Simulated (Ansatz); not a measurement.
`[NH2][Sn][Cl]` + `[SiH3]N[SiH3]` → `[NH2][Sn][N]([SiH3])[SiH3]` + HCl  (ligand exchange at the Sn–Cl bond)

Isolated molecules relaxed with PBE0-D4/def2-TZVP in Ansatz; ΔE leaves out vibrations. CCSD(T)/CBS is the MP2 limit (def2-TZVPP, def2-QZVPP) plus CCSD(T) − MP2 in def2-TZVPP, frozen cores. This one scheme is used for every species. Functionals use def2-TZVPP. B3LYP here is the variant with VWN-RPA as its local correlation; programs differ in this. def2 core potentials past Kr. For Sn outer-core shells are correlated without core-valence functions, which leaves a few kJ/mol of doubt a bond. Each species was taken in one conformer, which may not be the lowest.

```json
{"level": "PBE-D4", "ΔE (kJ/mol)": "84.7", "difference from CCSD(T)/CBS": "6.1"}
{"level": "r2SCAN-D4", "ΔE (kJ/mol)": "89.6", "difference from CCSD(T)/CBS": "11.0"}
{"level": "PBE0-D4", "ΔE (kJ/mol)": "88.3", "difference from CCSD(T)/CBS": "9.7"}
{"level": "B3LYP-D4", "ΔE (kJ/mol)": "88.4", "difference from CCSD(T)/CBS": "9.8"}
{"level": "ωB97X-V", "ΔE (kJ/mol)": "90.3", "difference from CCSD(T)/CBS": "11.7"}
{"level": "ωB97M-V", "ΔE (kJ/mol)": "88.9", "difference from CCSD(T)/CBS": "10.3"}
{"level": "B2PLYP", "ΔE (kJ/mol)": "93.0", "difference from CCSD(T)/CBS": "14.4"}
{"level": "PBE", "ΔE (kJ/mol)": "95.7", "difference from CCSD(T)/CBS": "17.1"}
{"level": "r2SCAN", "ΔE (kJ/mol)": "92.5", "difference from CCSD(T)/CBS": "13.9"}
{"level": "PBE0", "ΔE (kJ/mol)": "98.3", "difference from CCSD(T)/CBS": "19.7"}
{"level": "B3LYP", "ΔE (kJ/mol)": "106.3", "difference from CCSD(T)/CBS": "27.7"}
{"level": "HF/def2-TZVPP", "ΔE (kJ/mol)": "117.6", "difference from CCSD(T)/CBS": "39.0"}
{"level": "MP2/def2-TZVPP", "ΔE (kJ/mol)": "72.5", "difference from CCSD(T)/CBS": "-6.1"}
{"level": "SCS-MP2/def2-TZVPP", "ΔE (kJ/mol)": "77.9", "difference from CCSD(T)/CBS": "-0.7"}
{"level": "CCSD/def2-TZVPP", "ΔE (kJ/mol)": "80.4", "difference from CCSD(T)/CBS": "1.8"}
{"level": "CCSD(T)/def2-TZVPP", "ΔE (kJ/mol)": "73.9", "difference from CCSD(T)/CBS": "-4.7"}
{"level": "HF/def2-QZVPP", "ΔE (kJ/mol)": "117.5", "difference from CCSD(T)/CBS": "38.9"}
{"level": "MP2/def2-QZVPP", "ΔE (kJ/mol)": "75.1", "difference from CCSD(T)/CBS": "-3.5"}
{"level": "SCS-MP2/def2-QZVPP", "ΔE (kJ/mol)": "80.8", "difference from CCSD(T)/CBS": "2.2"}
{"level": "HF/CBS(def2)", "ΔE (kJ/mol)": "117.5", "difference from CCSD(T)/CBS": "38.9"}
{"level": "MP2/CBS(def2)", "ΔE (kJ/mol)": "77.2", "difference from CCSD(T)/CBS": "-1.4"}
{"level": "CCSD/CBS(def2)", "ΔE (kJ/mol)": "85.1", "difference from CCSD(T)/CBS": "6.5"}
{"level": "CCSD(T)/CBS", "ΔE (kJ/mol)": "78.6", "difference from CCSD(T)/CBS": "0"}
```

Largest T1 diagnostic among the species: 0.016.

The D4 term adds −17.9 kJ/mol with B3LYP and −9.9 kJ/mol with PBE0; it sums over pairs of atoms, weighted by their polarisabilities, and B3LYP, whose exchange is more repulsive, gets the larger term. In def2-TZVPP, CCSD(T) changes the Hartree–Fock value by −43.7 kJ/mol (the triples alone add −6.5 kJ/mol) and MP2 by −45.2 kJ/mol.
